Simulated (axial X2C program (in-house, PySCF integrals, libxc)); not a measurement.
# PbH⁻: from the spin-free to the two-component result

All values were computed with an axial X2C code built on PySCF integrals. Spin-free means the one-electron spin-free X2C Hamiltonian; two-component (2c) means X2C with spin–orbit coupling and atomic mean-field two-electron Coulomb and Gaunt terms, so the difference of the two also holds small scalar two-electron terms. Basis: Pb dyall-acv3z [13s15p11d8f1g], H dyall-av3z [7s3p2d] (cores contracted in-house); Gaussian nuclei, density fitting, unrestricted open shells. Masses: Pb 207.977 u, H 1.008 u.

Spin-free state: M_S = 1, Λ = 0 (beyond evenly filled blocks: π+α, π-α); fragments Pb- + H.

```json
{"level": "PBE0", "Re (Å)": "1.882", "ωe (cm⁻¹)": "1426.8", "μ (D)": "-1.56"}
{"level": "HF", "Re (Å)": "1.884", "ωe (cm⁻¹)": "1425.2", "μ (D)": "-1.51"}
{"level": "CCSD", "Re (Å)": "1.904", "ωe (cm⁻¹)": "1392.2", "μ (D)": "n/a"}
{"level": "CCSD(T)", "Re (Å)": "1.907", "ωe (cm⁻¹)": "1384.9", "μ (D)": "n/a"}
{"level": "PBE50", "Re (Å)": "1.863", "ωe (cm⁻¹)": "1480.6", "μ (D)": "-1.48"}
```

Correlated methods: 6 electrons correlated (number of frozen shells: Pb 5 s, 4 p, 3 d, 1 f; H none), 244 virtual spin orbitals or spinors in MP2, 90 natural virtuals in coupled cluster.

Dipoles are positive if H is the positive end and refer to the centre of mass.

Two-component determinant lowest at the distance of the search:

Ω = 0 (closed shell); fragments Pb + H- for PBE0, CCSD, CCSD(T), PBE50; Pb- + H for HF.

```json
{"level": "PBE0", "Re (Å)": "1.899", "ωe (cm⁻¹)": "1330.7", "μ (D)": "-1.86"}
{"level": "HF", "Re (Å)": "1.900", "ωe (cm⁻¹)": "1334.8", "μ (D)": "-1.82"}
{"level": "CCSD", "Re (Å)": "1.921", "ωe (cm⁻¹)": "1301.5", "μ (D)": "n/a"}
{"level": "CCSD(T)", "Re (Å)": "1.922", "ωe (cm⁻¹)": "1300.9", "μ (D)": "n/a"}
{"level": "PBE50", "Re (Å)": "1.879", "ωe (cm⁻¹)": "1384.4", "μ (D)": "-1.78"}
```

(1) From the two tables, how do the constants change at the CCSD(T) level (2c against spin-free)?

The state is one determinant whose occupation by symmetry is held fixed; it was picked as the lowest of a PBE0 search that is not exhaustive. The closed shell is kept restricted, so the energy runs too high when the bond is stretched far. De is not given where an atomic determinant may have missed its ground term or J level, or where the truncated virtual space spoils (T). CCSD and (T) use frozen natural virtuals with an MP2 correction for the truncation; (T) itself is uncorrected, so its De runs slightly low. PBE0 can misorder states that lie within some tenths of an eV, so this need not be the ground state of the molecule. The nearest other spin-free determinant of the search, M_S = 0, Λ = 2, lies 0.58 eV up at the distance of the search. The 2c closed shell (π1/2)² is the Ω = 0⁺ component of the spin-free π² triplet, mixed with the ¹Σ⁺ state; no single spin-free determinant represents it. The highest occupied level of some functionals is positive through self-interaction error; at Hartree–Fock it is bound. With the outer-core shells frozen, correlated bond lengths of heavy atoms tend to come out a few hundredths of an ångström too long.

Results:

(1) At the CCSD(T) level Re increases by 0.015 Å and ωe drops by 84.0 cm⁻¹.
